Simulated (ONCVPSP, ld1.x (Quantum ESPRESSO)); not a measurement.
**Hardness and transferability of assorted potentials**

Generated with ld1.x 7.5 (TM, RRKJ, ultrasoft, PAW), atompaw 4.2 or ONCVPSP 4.0.1. The cutoff is in Ry: for ld1.x and atompaw files where the sum of valence levels is converged to 10 mRy in a Bessel basis, for ONCV files where the hardest occupied wave has 1 mHa per electron of residual kinetic energy. The error is the largest all-electron minus pseudo excitation energy over each file’s own four to seven test configurations (ionisations up to +4, promotions, holes and added fractions of an electron), all of which were solved. The labels leave out finer settings (local radius, basis sizes, second energies), which also bear on the numbers. Spin-polarised tests are not counted. The rows are a selection from randomly drawn settings: files with unsolved tests, undetermined cutoffs or missed reference levels are left out.

A true bound ghost makes a file unfit for plane-wave use even where its test errors are small: the radial tests pick states by their node count and pass the ghost by.

| element | potential | cutoff (Ry) | largest error (meV) | bound ghosts |
| --- | --- | --- | --- | --- |
| Mg | ONCV, LDA (Perdew-Wang 92), scalar-relativistic, rc 1.25/0.65/1.30 (spd), local smoothed, core correction yes, reference 2s2 2p6 3s2, qcut 10.5/22.5/7.8, projectors 2/2/1 | 337 | -0.6 | none |
| Cu | ONCV, PBE, scalar-relativistic, rc 1.30/1.10/1.10 (spd), local smoothed, core correction yes, reference 3s2 3p6 3d9 4s2, qcut 10/11.9/15.2, projectors 3/2/2 | 172 | +38 | none |
| Ga | ONCV, LDA (Perdew-Wang 92), scalar-relativistic, rc 1.75/1.75/1.10/1.55 (spdf), local smoothed, core correction yes, reference 3d10 4s2 4p0.5, qcut 4.6/4.2/14.7/6.9, projectors 2/2/2/2 | 172 | -254 | none |
| Se | PAW, PBEsol, scalar-relativistic, rc 1.50/1.65 (sp), local smoothed, core correction yes, reference 4s2 4p4 | 18 | -103 | none |
| Sn | ONCV, PBE, fully relativistic, rc 1.90/1.96/1.84 (spd), local smoothed, core correction yes, reference 4s2 4p6 4d10 5s2 5p2, qcut 7/11/12.4, projectors 2/2/2 | 77 | -808 | none |
| Gd | ONCV, PBE, scalar-relativistic, rc 2.20/1.70/0.95/1.30 (spdf), local smoothed, core correction yes, reference 4d10 4f7 5s2 5p6 5d1, qcut 6.1/5.5/12.9/14, projectors 2/2/2/2 | 239 | +283 | s |

**Question.** Fill in the row for Sm: ONCV, PBE, scalar-relativistic, rc 2.35/2.30/2.60 (spd), local smoothed, core correction yes, reference 5s2 5p6 5d1 6s2, qcut 6.5/7.1/3.5, projectors 2/2/2.

**Answer.** cutoff 27 Ry, largest error -27 meV, bound ghosts: none.

**Question.** Fill in the row for Mn: ONCV, PBE, scalar-relativistic, rc 2.55/2.65/1.45 (spd), local d, core correction yes, reference 3d6 4s1, qcut 2.1/2.5/8.6, projectors 2/2/0.

**Answer.** cutoff 71 Ry, largest error -680 meV, bound ghosts: s.

**Question.** Fill in the row for W: ONCV, BLYP, scalar-relativistic, rc 1.40/1.40/2.25/0.90 (spdf), local smoothed, core correction yes, reference 4f13 5s2 5p6 5d5 6s2, qcut 6.9/6.5/6.1/19.5, projectors 2/2/2/1.

**Answer.** cutoff 322 Ry, largest error -367 meV, bound ghosts: none.
